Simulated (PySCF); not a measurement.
A geometry optimisation on `FC[CH2][GeH3]`.

Computed with PBE0-D3(BJ)/def2-SVP geometry optimisation, gas phase (PySCF 2.14.0). Start geometry: GFN2-xTB. A driver script takes a list of jobs; this job's settings line and coordinates (Å) are shown.

Command:
```bash
OMP_NUM_THREADS=1 python probes_run.py task.json out
```

Input:
```
{"job": {"xc": "PBE0", "basis": "def2-SVP", "d3": "d3bj", "grid": 1, "shake": 0.01, "kind": "geom"}, "charge": 0, "multiplicity": 1}
F     -0.912710     1.549780     0.206860
C     -1.361400     0.255450     0.254780
C     -0.348710    -0.608120    -0.450030
Ge     1.508890     0.063210     0.028430
H     -2.348570     0.220880    -0.219180
H     -1.437120     0.017180     1.317410
H     -0.452110    -0.550520    -1.521880
H     -0.453030    -1.639870    -0.153710
H      1.577420     0.248130     1.529560
H      2.508660    -0.936290    -0.380230
H      1.756800     1.354350    -0.627690
```

Output:
```
step   0  E = -2256.40008221  max force = 0.036163
step   1  E = -2256.40660349  max force = 0.004956
step   2  E = -2256.40701932  max force = 0.000694
step   3  E = -2256.40706250  max force = 0.000566
step   4  E = -2256.40710985  max force = 0.000734
step   5  E = -2256.40713706  max force = 0.000705
step   6  E = -2256.40715471  max force = 0.000604
step   7  E = -2256.40716813  max force = 0.000394
optimisation converged
```

Energies in Eh; «max force» is the largest Cartesian gradient component in Eh/bohr.

How much energy does the optimisation release, in kJ/mol?

E(step 0) − E(last step) = 0.007086 Eh, which is 18.6 kJ/mol.

In short: final energy -2256.40717 Eh after 7 steps; dipole 1.91 D.

Where do the atoms end?

0.126 Å rms from the input after alignment:
```
atom  x, y, z in Å
F1    -1.2154    1.4193    0.4317
C2    -1.4639    0.0746    0.5977
C3    -0.3889   -0.7481   -0.0716
Ge4    1.4311   -0.2022    0.4414
H5    -2.4615   -0.1388    0.1750
H6    -1.5000   -0.1337    1.6816
H7    -0.4716   -0.6809   -1.1683
H8    -0.5175   -1.8090    0.1972
H9     1.5019   -0.0467    1.9733
H10    2.4208   -1.3011    0.0045
H11    1.8317    1.1225   -0.2260
```

Estimate the wall time. Hardware: Arm Neoverse V1, one thread, shared host with 32 logical CPUs at a one-minute load of 31. And the peak memory of the process?

About 37 s, with 0.46 GiB resident at the peak, the Python interpreter and its libraries included.
Labels such as C1 count atoms from 1, the log's own numbers from 0.
